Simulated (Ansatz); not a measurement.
[NbOCl4]- (NbCl₄O⁻). Total charge -1; triplet. Geometry B3LYP-D4/def2-SVPD, that of the charge -1 singlet; atoms count from 1.

```xyz
6

Nb   -0.074   -0.057    0.058
O    -1.218   -0.931    0.953
Cl    0.563    1.752    1.527
Cl   -1.389    1.574   -1.145
Cl    0.082   -1.259   -2.031
Cl    2.036   -1.079    0.638
```

In the def2 sets Nb takes a core potential; there is no spin–orbit coupling. At PBE0-D4/def2-TZVPD a singlet of charge -1 lies 3.07 eV below the triplet at the same geometry.

(1) Estimate the Mulliken populations from the PBE0/def2-TZVPD orbitals of Ansatz.

(2) Where does the spin sit?

(3) And the Mayer bond orders between bonded heavy atoms (over 0.3)?

## Answers

(1) 
```
atom  charge (e)  spin (α − β)  d electrons
 Nb1        1.29          1.01         3.03
  O2       -0.68         -0.09            –
 Cl3       -0.40          0.27            –
 Cl4       -0.40          0.27            –
 Cl5       -0.40          0.27            –
 Cl6       -0.40          0.27            –
```
Mulliken values and Mayer orders depend strongly on the basis. With diffuse functions, as here, like atoms can get unlike values, and bond orders can come out too low or too high.

(2) Summed by element: Nb 1.01, O -0.09, Cl 1.08, of 2 unpaired in all. Largest on single atoms: Nb1 1.01, Cl5 0.27, Cl3 0.27.

(3) Nb1–O2 1.86 (1.69 Å); Nb1–Cl3 0.62 (2.42 Å); Nb1–Cl4 0.62 (2.42 Å); Nb1–Cl5 0.62 (2.42 Å); Nb1–Cl6 0.62 (2.42 Å).
